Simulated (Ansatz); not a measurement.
Consider the substitution at a C–O bond: `C=C=COC` + H₂Se → `C=C=C[SeH]` + CH₃OH.

Computed with Ansatz on PBE0-D4/def2-TZVP structures; ΔE is electronic, products minus reactants. CCSD(T)/CBS adds triple-zeta CCSD(T) − MP2 to the extrapolated MP2 energy (def2 sets, frozen cores). This one scheme is used for every species. For Se outer-core shells are correlated without core-valence functions, which leaves a few kJ/mol of doubt a bond. Scalar relativity is left out up to krypton. Each species was taken in one conformer, which may not be the lowest.

```
     species  SCS-MP2/def2-TZVPP energy (Eh)
   `C=C=COC`                      -230.70676
        H₂Se                     -2401.28007
`C=C=C[SeH]`                     -2516.47284
       CH₃OH                      -115.52242
```

Question: Work out ΔE.

Answer: ΔE = (-2516.47284) + (-115.52242) − (-230.70676) − (-2401.28007) = -0.00843 Eh = -22.1 kJ/mol. CCSD(T)/CBS gives -19.2 kJ/mol.

Largest T1 diagnostic among the species: 0.013.
